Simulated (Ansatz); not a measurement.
Reaction (silylene formation by 1,1-elimination): `F[SiH2]O[SiH3]` → H₂ + `F[Si]O[SiH3]`

Computed with Ansatz on PBE0-D4/def2-TZVP structures; ΔE is electronic, products minus reactants. CCSD(T)/CBS adds triple-zeta CCSD(T) − MP2 to the extrapolated MP2 energy (def2 sets, frozen cores). This one scheme is used for every species. DFT in def2-TZVPP. HSE06 is defined as in plane-wave codes. Each species was taken in one conformer, which may not be the lowest.

```json
{"level": "revPBE-D4", "ΔE (kJ/mol)": "136.7"}
{"level": "BLYP-D4", "ΔE (kJ/mol)": "128.3"}
{"level": "HSE06-D4", "ΔE (kJ/mol)": "164.4"}
{"level": "B2PLYP", "ΔE (kJ/mol)": "155.4"}
{"level": "r2SCAN", "ΔE (kJ/mol)": "168.0"}
{"level": "HSE06", "ΔE (kJ/mol)": "163.1"}
{"level": "HF/def2-TZVPP", "ΔE (kJ/mol)": "184.3"}
{"level": "HF/CBS(def2)", "ΔE (kJ/mol)": "184.6"}
```

(1) What does CCSD(T)/CBS give? (Best estimate.)

Largest T1 diagnostic among the species: 0.014.

Results:

(1) Ansatz gave: +161.1 kJ/mol. The listed levels differ from it by -24.4, -32.8, 3.3, -5.7, 6.9, 2.0, 23.2, 23.5 kJ/mol.

Leaving LDA and LC-ωPBE aside and taking each functional with its dispersion term where it has one, the values, not all of them listed here, spread over 50.9 kJ/mol, from BLYP-D4 to r2SCAN0-D4. LDA lies +24.4 kJ/mol from PBE without D4. At CCSD(T), def2-SVP lies −7.4 kJ/mol from the extrapolated value and def2-TZVPP −2.9 kJ/mol.
